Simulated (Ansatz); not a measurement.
Program: Ansatz. Geometries: PBE0-D4/def2-TZVP. ΔE: electronic, gas phase. CCSD(T)/CBS is the MP2 limit (def2-TZVPP, def2-QZVPP) plus CCSD(T) − MP2 in def2-TZVPP, frozen cores. This one scheme is used for every species. Functionals use def2-TZVPP. Each species was taken in one conformer, which may not be the lowest.

Reaction (ligand exchange at the Si–C bond): `CC(C)[Si](Cl)(Cl)Cl` + H₂S → `S[Si](Cl)(Cl)Cl` + propane

**Question.** Is it downhill or uphill in electronic energy at CCSD(T)/CBS, and by how much? (An estimate is asked.)

**Answer.** The calculation gave: Downhill: ΔE = -0.45 eV.

**Question.** What do these levels give: revPBE-D4, B97M-V, PBE, revPBE, CAM-B3LYP, LC-ωPBE? (An estimate is asked.)

**Answer.** Computed: revPBE-D4 -0.49, B97M-V -0.52, PBE -0.57, revPBE -0.63, CAM-B3LYP -0.53, LC-ωPBE -0.52 eV.

Largest T1 diagnostic among the species: 0.010.

In def2-TZVPP, CCSD(T) changes the Hartree–Fock value by +0.18 eV (the triples alone add +0.02 eV) and MP2 by +0.16 eV. The D4 term adds +0.11 eV with B3LYP and +0.07 eV with PBE0; it sums over pairs of atoms, weighted by their polarisabilities, and B3LYP, whose exchange is more repulsive, gets the larger term.

B3LYP here is the variant with VWN-RPA as its local correlation; programs differ in this.
